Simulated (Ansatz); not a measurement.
```yaml
crystal:
  periodic: [false, false, false]
  atoms:
    - {symbol: F, position_ang: [1.279882, 0.062863, 2.189468]}
    - {symbol: Sn, position_ang: [1.184337, 0.126870, 0.246289]}
    - {symbol: Cl, position_ang: [2.091767, -1.924875, -0.427356]}
    - {symbol: Ge, position_ang: [-1.392780, 0.022193, -0.354872]}
    - {symbol: H, position_ang: [2.277664, 1.313187, -0.220329]}
    - {symbol: H, position_ang: [-1.950412, 1.338448, 0.115452]}
    - {symbol: H, position_ang: [-1.424361, -0.044262, -1.898910]}
    - {symbol: H, position_ang: [-1.953008, -1.152462, 0.216997]}
basis:
  gaussian: {orbitals: def2-mTZVPP}
hamiltonian: {xc: {name: B2PLYP}, dispersion: d2}
accuracy: high
output: {forces: true}
```

```sh
$ ansatz run in.yaml --threads 4 --pin off --events-out ev --progress --plain --max-ram 10444MiB
```

Question: How does Ansatz answer? (An estimate is asked.)

Answer: Computed: The input was rejected before any iteration.
```
Error: YAML parse error: error: line 14 column 47: hamiltonian.dispersion: `d2` is not `none`, `rvv10`, `d3bj`, `d3bjatm`, `d4` or a map `{method: …, s8: …, a1: …, a2_bohr: …}` (numbers without units, a2 in bohr) or `{method: …, functional: …}`
12 | basis:
13 |   gaussian: {orbitals: def2-mTZVPP}
14 | hamiltonian: {xc: {name: B2PLYP}, dispersion: d2}
15 | accuracy: high
16 | output: {forces: true}
```
